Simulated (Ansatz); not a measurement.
`FC[SiH]1[AlH][SiH2]1` + H₂ → `C[SiH]1[AlH][SiH2]1` + H–F at 700 K and 1 bar (hydrogenolysis of a C–F bond).

Calculated with Ansatz (gas phase, PBE0-D4/def2-TZVP geometries, no zero-point term in ΔE). CBS: MP2 limit from def2 TZ/QZ plus the TZ coupled-cluster correction, frozen cores. This one scheme is used for every species. One conformer a species, not always the lowest.

```csv
species,CCSD(T)/CBS energy (Eh),H − E (kJ/mol),S (J/(mol·K))
`FC[SiH]1[AlH][SiH2]1`,-961.55173,254.5,526.7
H₂,-1.17544,46.8,155.3
`C[SiH]1[AlH][SiH2]1`,-862.38434,267.4,497.6
H–F,-100.39570,45.2,198.5
```

H − E and S are ideal-gas, rigid-rotor, harmonic terms from PBE0-D4/def2-TZVP, for one conformer and one mirror image of each species. The MP2-based limit puts H₂ 0.8 mEh under its directly extrapolated value; such offsets cancel only in part. 1 Eh = 2625.50 kJ/mol, R = 8.31446 J/(mol·K).

Q: By hand: ΔE, ΔH, ΔS and ΔG.

A: ΔE = (-862.38434) + (-100.39570) − (-961.55173) − (-1.17544) = -0.05287 Eh = -138.8 kJ/mol. Δ(H − E) = 267.4 + 45.2 − 254.5 − 46.8 = 11.3, so ΔH = -127.5 kJ/mol. ΔS = 497.6 + 198.5 − 526.7 − 155.3 = 14.1 J/(mol·K). ΔG = -127.5 − 700 × (14.1)/1000 = -137.4 kJ/mol.

Q: By hand: the equilibrium constant, and the temperature at which ΔG would vanish if ΔH and ΔS stayed fixed.

A: log₁₀ K = −ΔG/(RT ln 10) = 10.3. ΔH and −TΔS have one sign here, so there is no such temperature.

The number of gas molecules stays the same, so ΔS is small and ΔH decides. A doubt of 5 kJ/mol in ΔE shifts log₁₀ K by 0.4 here. Other conformers and mirror images would add mixing entropy, several J/(mol·K) or more a flexible species. Modes under 60 cm⁻¹, often nearly free rotors, make the harmonic entropy too high. These are equilibria of isolated gas molecules and say nothing of rates. Largest T1 diagnostic: 0.014 (customary marks: 0.02 for closed shells, 0.045 for open ones).
